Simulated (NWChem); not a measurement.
## Total energies of ITl

SMILES: [I][Tl]
```xyz
2

Tl     0.0000     0.0000    -1.1460
I      0.0000     0.0000     1.7514
```
Charge 0, spin multiplicity 1.

All runs are NWChem calculations. The geometry was optimised at B3LYP/def2-SVP with def2 effective core potentials on I, Tl, a minimum by its harmonic frequencies.

Basis set: def2-SVP (52 functions).

```
method   total energy (Ha)
-------  -----------------
RHF             -468.25505
MP2             -468.43529
B2PLYP          -469.70092
PBE             -470.32083
B3LYP           -470.45869
PBE0            -470.31034
CCSD(T)         -468.45863
```

Total energies of different functionals aren't comparable as a measure of quality: only differences taken within one method are. 

Effective core potentials replace the inner electrons of I, Tl; spin-orbit coupling is left out. The correlated methods keep 8 core orbitals frozen. B3LYP has NWChem's definition, with VWN1-RPA local correlation. The structure started from a generated list of species. Coupled-cluster values serve here as a point of comparison, not as the truth.
